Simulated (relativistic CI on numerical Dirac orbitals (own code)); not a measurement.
Method of calculation: Dirac-Coulomb-Breit CI, orbitals from a KLI potential per configuration, model QED (radiative potential, 1s self-energy scaled to tabulated hydrogen-like ionisation energies), unscaled Slater integrals (own radial code, finite nucleus).

Configuration list (outside the closed core [Ar]): 3d¹⁰4s, 3d¹⁰4p, 3d¹⁰4d, 3d¹⁰4f, 3d¹⁰5s, 3d¹⁰5p, 3d¹⁰5d, 3d¹⁰5f, 3d¹⁰5g, 3d¹⁰6s, 3d¹⁰6p, 3d¹⁰6d, 3d⁹4s², 3d¹⁰6f, 3d¹⁰7s, 3d⁹4s4p, 3d¹⁰8s, 3d⁹4s4d, 3d⁹4s4f, 3d⁹4s5s, 3d⁹4s5p, 3d⁹4s5d, 3d⁹4s5f. Double excitations out of closed p, d and f shells are left out; levels of such configurations are missing from the list, as are those of other unlisted configurations, and high levels can miss mixing partners.

At this charge energies of transitions that change n are usually good to better than 1 %, and those within a shell (Δn = 0) to a few per cent.

Outline of the computed level scheme of I XXV. Lowest level of each configuration: 3d¹⁰4s ²S1/2 at 0.000 eV; 3d¹⁰4p ²P°1/2 at 50.776 eV; 3d¹⁰4d ²D3/2 at 150.096 eV; 3d¹⁰4f ²F°5/2 at 241.060 eV; 3d¹⁰5s ²S1/2 at 334.389 eV; 3d¹⁰5p ²P°1/2 at 358.125 eV; 3d¹⁰5d ²D3/2 at 403.536 eV; 3d¹⁰5f ²F°5/2 at 443.278 eV; 3d¹⁰5g ²G7/2 at 458.012 eV.

Some strong electric-dipole decays among the lowest 16 levels: 3d¹⁰5g ²G9/2 → 3d¹⁰4f ²F°7/2 (1.9e+12 s⁻¹); 3d¹⁰5g ²G7/2 → 3d¹⁰4f ²F°5/2 (1.8e+12 s⁻¹); 3d¹⁰5f ²F°7/2 → 3d¹⁰4d ²D5/2 (7.8e+11 s⁻¹); 3d¹⁰5s ²S1/2 → 3d¹⁰4p ²P°3/2 (7.2e+11 s⁻¹); 3d¹⁰5f ²F°5/2 → 3d¹⁰4d ²D3/2 (7.1e+11 s⁻¹); 3d¹⁰5d ²D5/2 → 3d¹⁰4p ²P°3/2 (4.0e+11 s⁻¹); 3d¹⁰5p ²P°1/2 → 3d¹⁰4s ²S1/2 (3.9e+11 s⁻¹); 3d¹⁰5p ²P°1/2 → 3d¹⁰4d ²D3/2 (3.9e+11 s⁻¹).

LS names give the leading component of a level, which can be under half, so a name can repeat, a term be missing and a line seem to break the LS rules.
